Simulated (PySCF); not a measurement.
Fe(OH2)6 (FeH12O6), SMILES [OH2]->[Fe+3](<-[OH2])(<-[OH2])(<-[OH2])(<-[OH2])<-[OH2] (connectivity only; charge and spin as stated), charge +3, multiplicity 6. Atoms are numbered in the order given.

```xyz
19

Fe     0.0000     0.0000     0.0000
O      0.0000     0.0000    -2.0437
H     -0.7845     0.0000    -2.6331
H      0.7845     0.0000    -2.6331
O      2.0437     0.0000     0.0000
H      2.6331     0.7845     0.0000
H      2.6331    -0.7845     0.0000
O      0.0000    -2.0437     0.0000
H      0.0000    -2.6331     0.7845
H      0.0000    -2.6331    -0.7845
O      0.0000     2.0437     0.0000
H      0.0000     2.6331    -0.7845
H      0.0000     2.6331     0.7845
O     -2.0437     0.0000     0.0000
H     -2.6331    -0.7845     0.0000
H     -2.6331     0.7845     0.0000
O      0.0000     0.0000     2.0437
H     -0.7845     0.0000     2.6331
H      0.7845     0.0000     2.6331
```
Charge +3, spin multiplicity 6.

The structure is a stationary point at r2SCAN-D4/def2-SVP. The spin state was assumed, not searched. The isomer is the one that the SMILES or the coordinates give; other isomers of the formula were not compared.

Level of theory: PySCF with CAM-B3LYP/def2-SVP.

The molecule is in vacuum.

| Quantity | Result |
|---|---|
| total energy | -1720.64916 hartree |
| point group | Th |
| α spin, highest occupied and lowest empty level | -25.30 and -11.76 eV |
| β spin, highest occupied and lowest empty level | -25.01 and -17.42 eV |
| dipole moment about the centre of nuclear charge | 0.00 D |
| mean static polarisability | 53.5 bohr³ (7.93 Å³) |
| polarisability, principal values | 53.5, 53.5, 53.5 bohr³ |
| ⟨S²⟩ | 8.754 (pure state 8.75) |
